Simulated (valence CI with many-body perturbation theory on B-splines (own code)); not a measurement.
**Energy levels of W XLIV**

Method: valence CI with perturbative core correlation (CI+MBPT): three valence electrons over a frozen Dirac-Fock core [Ar] 3d10, a basis of 11 s, 11 p, 10 d, 8 f, 5 g, 2 h functions for each j, with the one-electron correlation potential Σ1 (screened to all orders), the two-electron term Σ2, the three-electron term Σ3, Breit, model QED; selected single and double excitations, second order for the rest, scaled by the run's own slope (own B-spline code, finite nucleus).

The last digits are not significant, and no measured levels were compared; by estimate large intervals hold to a few tenths of a per cent, small ones and those within an open d or f shell to about a per cent.

Levels 181 to 188 of 188, with energies above the lowest level, (4s^2 4p1/2) J=1/2. "Leading %" is the weight of the configuration and term that name the level; weights of strongly mixed levels are sums over their largest components and can fall short. In the jj column 3d3/2^4 stands for four electrons in 3d with j = 3/2. Lifetimes count E1, E2, E3, M1 and M2 decay at the calculated energies, and are blank where another channel may lead or the interval is too uncertain; long ones can be off by a factor of two.

| No. | Configuration | Term | J | E (eV) | Leading % | g | Lifetime | Second component | Leading jj |
| --- | --- | --- | --- | --- | --- | --- | --- | --- | --- |
| 181 | 4s 4d 4f | 2P° | 1/2 | 818.68 | 30 | 1.047 | 1.29 ps | 24 % 4s 4d 4f 4P° | 4s 4d5/2 4f5/2 (67 %) |
| 182 | 4s 4d 4f | 2G° | 7/2 | 820.00 | 26 | 1.128 | 664 fs | 19 % 4p 4d2 4D° | 4p3/2 4d3/2 4d5/2 (36 %) |
| 183 | 4s 4d 4f | 4P° | 3/2 | 820.35 | 36 | 1.324 | 1.16 ps | 19 % 4s 4d 4f 2D° | 4s 4d5/2 4f7/2 (60 %) |
| 184 | 4p 4d2 | 4P° | 5/2 | 820.55 | 31 | 1.401 | 871 fs | 24 % 4s 4d 4f 4D° | 4p3/2 4d3/2 4d5/2 (49 %) |
| 185 | 4s 4d 4f | 2G° | 9/2 | 820.75 | 43 | 1.101 | 1.17 ps | 17 % 4s 4d 4f 2H° | 4s 4d5/2 4f5/2 (35 %) |
| 186 | 4s 4d 4f | 2F° | 7/2 | 821.56 | 46 | 1.208 | 1.92 ps | 17 % 4s 4d 4f 4D° | 4s 4d5/2 4f7/2 (63 %) |
| 187 | 4s 4d 4f | 2H° | 11/2 | 822.52 | 44 | 1.153 | 1.72 ps | 30 % 4s 4d 4f 4G° | 4s 4d5/2 4f7/2 (75 %) |
| 188 | 4p 4d2 | 2S° | 1/2 | 823.06 | 28 | 1.587 | 769 fs | 18 % 4s 4d 4f 4P° | 4p3/2 4d3/2 4d5/2 (55 %) |

Where two levels of one J and parity lie close, their mixing, g and order are uncertain.
